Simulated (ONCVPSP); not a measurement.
## Before and after: ONCV potential for Kr

ONCVPSP 4.0.1 input, shortened (lines: element, Z, core and valence counts, functional; n l f; lmax; l rc ep ncon nbas qcut; lloc lpopt rc5 dvloc0; l nproj debl; icmod fcfact rcfact), PBE, scalar-relativistic:

```
  Kr 36.00    6    2        4      upf
    1    0    2.00
    2    0    2.00
    2    1    6.00
    3    0    2.00
    3    1    6.00
    3    2   10.00
    4    0    2.00
    4    1    6.00
    1
    0    1.25    0.00    3    7    5.60
    1    1.40    0.00    4    7    6.50
    4    5    1.15    0.00
    0    1    2.90
    1    1    3.20
    3    4.25    1.25
```

All-electron outer shells of the reference configuration (PBE, scalar-relativistic, ld1.x):

```tsv
shell	level (eV)	outermost node (bohr)	outermost maximum (bohr)
3p	-195.19	0.20	0.46
3d	-81.40	–	0.41
4s	-23.05	0.64	1.34
4p	-9.25	0.67	1.55
```

Change: s: qcut 3.5; p: qcut 4.1.

Cutoffs: the cutoffs (Ha) at which the residual kinetic energy of the hardest occupied pseudo-wave falls to 1 and 0.1 mHa per electron; they do not see the model core or the augmentation charge, which bear on the density cutoff. Errors are all-electron minus pseudo energies relative to the spin-unpolarised reference configuration.

Q: What does the change do?

A: The potential gets harder (15 Ha and 26 Ha → 80 Ha and 126 Ha); both files keep a bound ghost (s); of the 4 tests that both files solve, the error grows in 4 and shrinks in 0 by more than 15 % and 0.3 meV (median size 20.3 → 36.5 meV).

| quantity | base | changed |
| --- | --- | --- |
| cutoff, loose | 15 Ha | 80 Ha |
| cutoff, tight | 26 Ha | 126 Ha |
| loose cutoff by channel | s 14 Ha, p 15 Ha | s 80 Ha, p 26 Ha |
| bound ghosts | s | s |
| GHOST(+) flags under 300 eV | none | none |
| error for 4s2 4p5, meV [ΔE 14.29 eV] | +3.9 | +6.8 |
| error for 4s2 4p4, meV [ΔE 39.46 eV] | +31 | +52 |
| error for 4s2 4p3, meV [ΔE 76.54 eV] | +114 | +189 |
| error for 4s1 4p6, meV [ΔE 28.80 eV] | +9.3 | +21 |
| s: phases at 1.27 bohr within 0.05 rad from the reference energy up to (Ha; the scan ends near 5) | -0.5 | n/a |
| p: phases at 1.42 bohr within 0.05 rad from the reference energy up to (Ha; the scan ends near 5) | 2.0 | 1.8 |
| rms error of d²Exc/dni dnj with the model core, mHa | 0.63 | 0.22 |

 A true bound ghost makes a file unfit for plane-wave use even where its test errors are small: the radial tests pick states by their node count and pass the ghost by.
